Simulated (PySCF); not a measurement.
Species: TMS-CClF2, C4H9ClF2Si.
Bonds: C1–Si2, Si2–C3, Si2–C4, Si2–C5, C5–F6, C5–F7, C5–Cl8. Hydrogens: H9, H10, H11 on C1; H12, H13, H14 on C3; H15, H16, H17 on C4.

The same species was optimised twice, with GFN2-xTB and with PBE0-D3(BJ)/def2-SVP (PySCF), and the same property calculations (PySCF, gas phase) were run on both structures.

```tsv
coordinate	GFN2-xTB	PBE0-D3(BJ)/def2-SVP	change
Si2–C5 (Å)	1.966	1.936	-0.030
C1–Si2 (Å)	1.898	1.870	-0.028
Si2–C3 (Å)	1.901	1.873	-0.028
Si2–C4 (Å)	1.898	1.870	-0.028
C5–Cl8 (Å)	1.788	1.800	+0.012
C5–F6 (Å)	1.354	1.346	-0.008
C5–F7 (Å)	1.354	1.346	-0.008
C4–Si2–C5 (°)	104.9	106.8	+1.9
C1–Si2–C5 (°)	104.9	106.7	+1.8
F6–C5–F7 (°)	105.0	106.8	+1.8
C3–Si2–C4 (°)	113.7	112.0	-1.7
C1–Si2–C3 (°)	113.7	112.4	-1.3
C3–Si2–C5 (°)	104.2	105.4	+1.2
Si2–C5–Cl8 (°)	112.2	111.0	-1.2
C1–Si2–C4 (°)	114.0	112.9	-1.1
C1–Si2–C5–F6 (°)	179	179	0
```

Rotational constants: A = 1680, B = 1087, C = 996.8 MHz (GFN2-xTB) against A = 1713, B = 1099, C = 1008 MHz (PBE0-D3(BJ)/def2-SVP).

On the GFN2-xTB structure: HOMO (eV) -8.45 [PBE0/pcSseg-1]; LUMO (eV) 0.69 [PBE0/pcSseg-1]; dipole (D) 3.16 [PBE0/pcSseg-1]; GIAO shielding of C1/C3/C4 (mean) (ppm) 190.8 [PBE0/pcSseg-1]; GIAO shielding of Si2 (ppm) 339.0 [PBE0/pcSseg-1]; GIAO shielding of C5 (ppm) 40.0 [PBE0/pcSseg-1]; GIAO shielding of F6/F7 (mean) (ppm) 247.2 [PBE0/pcSseg-1]; GIAO shielding of Cl8 (ppm) 631.2 [PBE0/pcSseg-1].

Problem. What do these properties become on the PBE0-D3(BJ)/def2-SVP structure?

Solution. 
```
                                    property          level  on GFN2-xTB  on PBE0-D3(BJ)/def2-SVP  change
                                   HOMO (eV)  PBE0/pcSseg-1        -8.45                    -8.49   -0.04
                                   LUMO (eV)  PBE0/pcSseg-1         0.69                     0.59   -0.10
                                  dipole (D)  PBE0/pcSseg-1         3.16                     2.93   -0.23
energy, GFN2-xTB geometry as zero (kcal/mol)  PBE0/pcSseg-1          0.0                     -1.3    -1.3
     GIAO shielding of C1/C3/C4 (mean) (ppm)  PBE0/pcSseg-1        190.8                    188.9    -1.9
                 GIAO shielding of Si2 (ppm)  PBE0/pcSseg-1        339.0                    343.1    +4.1
                  GIAO shielding of C5 (ppm)  PBE0/pcSseg-1         40.0                     41.6    +1.6
        GIAO shielding of F6/F7 (mean) (ppm)  PBE0/pcSseg-1        247.2                    251.3    +4.1
                 GIAO shielding of Cl8 (ppm)  PBE0/pcSseg-1        631.2                    626.5    -4.7
```

The heavy atoms differ by 0.030 Å rms after alignment. Among bonds between heavy atoms Si2–C5 changes most (-0.030 Å). Changes are differences of the printed values. Neither structure is proved a minimum here.

Shape of the structure used: `[CH3:1][Si:2]([CH3:3])([CH3:4])[C:5]([F:6])([F:7])[Cl:8]`: C1–Si2–C5–F6 179°.
